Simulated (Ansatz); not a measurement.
Ru2H2. Total charge 0; singlet. Geometry PBE0-D4/def2-TZVPD, that of the charge -1 doublet.

Cartesian coordinates in Å:
```
Ru -0.4664 0.4206 0.3258
Ru 1.3666 -1.0817 -0.1793
H -0.3695 2.0227 -0.1780
H -0.5307 -1.3616 0.0316
```

In the def2 sets Ru takes a core potential; there is no spin–orbit coupling. A triplet lies near this restricted singlet, and broken spin symmetry wasn't tried. At PBE-D4/def2-TZVPD an occupied level lies above an empty one. At PBE0-D4/def2-TZVPD a triplet of charge 0 lies 2.09 eV below the restricted singlet at the same geometry. The structure comes from a short search, and lower isomers may exist.

Task: Estimate the orbital energies around the gap (eV) in Ansatz with PBE-D4/def2-TZVPD, r2SCAN-D4/def2-TZVPD, PBE0-D4/def2-TZVPD.

Result: 
| orbital | PBE-D4/def2-TZVPD | r2SCAN-D4/def2-TZVPD | PBE0-D4/def2-TZVPD |
| --- | --- | --- | --- |
| HOMO−5 | -6.40 | -6.49 | -7.35 |
| HOMO−4 | -5.74 | -5.79 | -6.52 |
| HOMO−3 | -5.01 | -5.09 | -6.02 |
| HOMO−2 | -4.94 | -5.01 | -5.86 |
| HOMO−1 | -4.53 | -4.67 | -5.76 |
| HOMO | -4.43 | -4.62 | -5.70 |
| LUMO | -4.53 | -4.41 | -3.46 |
| LUMO+1 | -4.50 | -4.33 | -3.36 |
| LUMO+2 | -3.94 | -3.79 | -3.01 |
| LUMO+3 | -3.05 | -2.79 | -2.26 |
| LUMO+4 | -1.36 | -1.09 | -0.65 |
| LUMO+5 | -0.86 | -0.51 | -0.17 |
